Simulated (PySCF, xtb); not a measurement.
YCl2, SMILES [Cl][Y][Cl] (connectivity only; charge and spin as stated), neutral, multiplicity 2.

Harmonic wavenumbers (cm⁻¹) from GFN2-xTB (xtb 6.7.1) at its own minimum, in rising order: 94, 241, 274.

### Question
What does PBE0-D3(BJ)/def2-TZVP in PySCF give at its own minimum? (Estimate from the structure and the level; the computed values follow.)

### Answer
63, 351, 377. Paired by order, the mean absolute difference is 82 cm⁻¹ and the zero-point energies are 0.9 and 1.1 kcal/mol.
